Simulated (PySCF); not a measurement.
B(F)2(GeH3) (BF2GeH3), SMILES F[B](F)[GeH3]. Atoms are numbered in the order given.

```xyz
7

B     -0.7634     0.4148    -0.6250
F     -1.8609    -0.2545    -0.9276
F     -0.6612     1.6372    -1.1149
Ge     0.7250    -0.3979     0.5866
H      0.5333     0.0977     2.0361
H      0.6612    -1.9371     0.5897
H      2.1205     0.0528     0.1121
```
Charge 0, spin multiplicity 1.

Geometry: B3LYP-D3(BJ)/def2-SVP.

Computed with PySCF with PBE0/pcSseg-1.

GIAO shieldings, no solvent; atoms alike by connectivity are averaged. δ = σ(ref) − σ: ¹¹B against BF3 (σ = 88.8 ppm); ¹⁹F against CFCl3 (σ = 167.2 ppm); ⁷³Ge against GeH4 (σ = 1658.3 ppm); ¹H against TMS (σ = 31.56 ppm), references at their B3LYP-D3(BJ)/def2-TZVP geometries, non-relativistic.

```tsv
atoms	nucleus	count	δ (ppm)
B1	¹¹B	1	20.4
F2, F3	¹⁹F	2	?
Ge4	⁷³Ge	1	-35.3
H5, H6, H7	¹H	3	?
```

Task: Some entries are withheld; supply them. (An estimate is asked for; the answer gives what the named calculation found.)

Result: 
- H5, H6, H7, δ (ppm): 3.84
- F2, F3, δ (ppm): -18.6
